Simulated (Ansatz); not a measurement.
C$_{2}$H$_{8}$OSi$_{2}$ (`O/C([SiH3])=C/[SiH3]`), 13 atoms. The species carries charge 0 and has multiplicity 1. All runs use 4 threads of an Intel Xeon 6975P-C on a shared host. Correlated methods freeze the cores.

Give the basis size and wall time and peak host memory of each of these runs in Ansatz. direct RPA on PBE orbitals/def2-TZVPP energy; RKS PBE0-D4/def2-TZVP frequencies; RKS LC-ωPBE/def2-TZVPP energy; RKS BLYP-D4/def2-TZVPP energy; RKS B3LYP-D4/def2-TZVPP energy and forces; RKS PBE0-D4/def2-TZVP relaxation (36 steps); RKS PBE0-D4/def2-QZVPP energy; RHF-MP2/def2-QZVPP energy; RKS ωB97M-V/def2-TZVPP energy and forces; RKS ωB97M-V/def2-QZVPP energy; RHF-CCSD(T)/def2-TZVPP energy; RHF-CCSD(T)/def2-SVP energy. (An estimate is asked.)

Ansatz gave: Other jobs shared the machine, so times are rough.

```
                                level                    job  functions  wall time  peak host memory (GiB)
               RKS BLYP-D4/def2-TZVPP                 energy        289      1.5 s                    0.43
               RKS LC-ωPBE/def2-TZVPP                 energy        289        2 s                    0.63
                 RHF-CCSD(T)/def2-SVP                 energy        118      2.8 s                    0.65
              RKS B3LYP-D4/def2-TZVPP      energy and forces        289      3.6 s                    0.95
direct RPA on PBE orbitals/def2-TZVPP                 energy        289        4 s                    0.78
               RKS ωB97M-V/def2-TZVPP      energy and forces        289      7.5 s                     1.2
               RKS PBE0-D4/def2-QZVPP                 energy        551      7.5 s                     2.4
               RKS ωB97M-V/def2-QZVPP                 energy        551       13 s                     2.8
                   RHF-MP2/def2-QZVPP                 energy        551       19 s                     4.1
                RKS PBE0-D4/def2-TZVP  relaxation (36 steps)        215       76 s                    0.65
                RKS PBE0-D4/def2-TZVP            frequencies        215    2.1 min                    0.64
               RHF-CCSD(T)/def2-TZVPP                 energy        289    2.3 min                     3.5
```

B3LYP here is the variant with VWN-RPA as its local correlation; programs differ in this. LC-ωPBE has ω = 0.4 bohr⁻¹.
